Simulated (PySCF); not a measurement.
Species: C7H13N.
Structure used (PBE0-D3(BJ)/def2-SVP), in Å, numbered top down from 1:
```
atom  x, y, z in Å
C1     3.6418    1.0705    0.7944
C2     2.3816    0.8969    0.0160
C3     1.4862   -0.0792    0.1970
C4     0.2239   -0.2382   -0.5918
C5    -1.0779   -0.0414    0.2133
C6    -1.2273   -1.0486    1.3509
C7    -1.1654    1.3623    0.7374
N8    -2.0546    2.1732    0.3373
H9     4.5261    1.0382    0.1355
H10    3.6671    2.0506    1.3006
H11    3.7575    0.2879    1.5592
H12    2.1864    1.6395   -0.7704
H13    1.6813   -0.8257    0.9789
H14    0.1923   -1.2520   -1.0311
H15    0.2261    0.4710   -1.4355
H16   -1.9228   -0.1572   -0.4849
H17   -0.4582   -0.9061    2.1270
H18   -1.1361   -2.0798    0.9747
H19   -2.2106   -0.9499    1.8348
H20   -0.3933    1.6294    1.4882
H21   -1.9453    3.0773    0.8076
```

Computed with PySCF at CAM-B3LYP/def2-SVPD, non-relativistic, on one gas-phase PBE0-D3(BJ)/def2-SVP geometry that isn't relaxed in the solvent. The solvent is an IEF-PCM continuum (Bondi radii, 1.10 Å for H, scaled by 1.2). The model holds no explicit solvent molecules, cavitation or dispersion.

Gas phase at CAM-B3LYP/def2-SVPD: HOMO -8.32 eV, LUMO 1.02 eV, dipole 2.20 D.

Q: What does the continuum do to the energy, the frontier levels and the dipole at CAM-B3LYP/def2-SVPD in methanol and water?

A: 
```
 solvent      ε  E(solvent) − E(gas) (kcal/mol)  polarisation term (kcal/mol)  distortion of the solute (kcal/mol)  HOMO (eV)  LUMO (eV)  dipole (D)
methanol  32.61                           -5.62                         -6.71                                 1.09      -8.21       0.98        2.99
   water  78.36                           -5.81                         -6.98                                 1.17      -8.21       0.98        3.03
```

The first energy column is the sum of the next two and covers electrostatics alone. From methanol to water the lowering changes by a factor 1.03, Onsager's factor (ε − 1)/(2ε + 1) by 1.03 and ε itself by 2.4.

Q: Which radius a makes the point-dipole formula ΔE = −[(ε − 1)/(2ε + 1)]·μ²/a³ give the value in water, with the gas-phase dipole?

A: μ = 0.866 au and |ΔE| = 0.00926 Eh give a = 1.81 Å; the farthest nucleus lies 4.10 Å from the centroid of the nuclei, so such a sphere wouldn't even hold the nuclei. The formula assumes a rigid point dipole at the centre of a sphere.

Q: Give the dipole vector in the frame of the coordinates (D, pointing from negative to positive charge), gas and water.

A: Gas (1.84, -0.41, 1.13), solvent (2.47, -0.58, 1.65). Its length changes by +38 % and its direction by 2°.

Q: How does the static polarisability (CAM-B3LYP/def2-SVPD, frozen core, with the continuum's full static response) change?

A: 
```json
{"medium": "gas", "isotropic (au)": "94.6", "principal values (au)": "78.1, 94.8, 111.0", "⟨r²⟩ of the electrons (bohr²)": "1375.8"}
{"medium": "methanol", "isotropic (au)": "127.6", "principal values (au)": "108.5, 130.8, 143.5", "⟨r²⟩ of the electrons (bohr²)": "1376.6"}
{"medium": "water", "isotropic (au)": "128.9", "principal values (au)": "109.8, 132.3, 144.7", "⟨r²⟩ of the electrons (bohr²)": "1376.6"}
```

The isotropic value in water is 1.36 times the gas-phase one; no cavity-field correction is applied. ⟨r²⟩ is taken about the centre of nuclear charge.
